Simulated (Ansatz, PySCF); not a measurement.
In(F)(Br)(NH2) (BrFH2InN), SMILES [In]([Br])([F])[NH2].

Coordinates come from a PBE0-D3(BJ)/def2-SVP optimisation. The structure was generated by enumeration; whether it is a known compound was not checked. The def2 effective core potentials stand for the cores of In; spin–orbit coupling is left out. Other conformers were not sampled.

Vertical ionisation energy (IE) and electron affinity (EA) in eV. Rows of orbital energies are one-electron estimates. Where ΔSCF, EOM or ADC give a negative EA the extra electron is unbound and the value depends on the basis.

| level | IE | EA |
|---|---|---|
| −ε(HOMO), −ε(LUMO), HF/def2-TZVP (PySCF) | 11.39 | -0.89 |
| −ε(HOMO), −ε(LUMO), PBE/def2-TZVP (PySCF) | 6.76 | 3.18 |
| ΔSCF, CAM-B3LYP/def2-SVPD (Ansatz), final states of multiplicity 2 and 2 | 10.48 | 0.84 |
| ΔSCF, PBE/def2-SVPD (Ansatz), final states of multiplicity 2 and 2 | 9.91 | 0.90 |

Task: What vertical singlet–triplet gap does ΔSCF give with CAM-B3LYP/def2-SVPD (Ansatz, a first-principles code) and with PBE/def2-SVPD (Ansatz)? (The exact figures need the calculation; the answer reports its results.)

Result: 4.19 and 3.70 eV (triplet above singlet where positive).
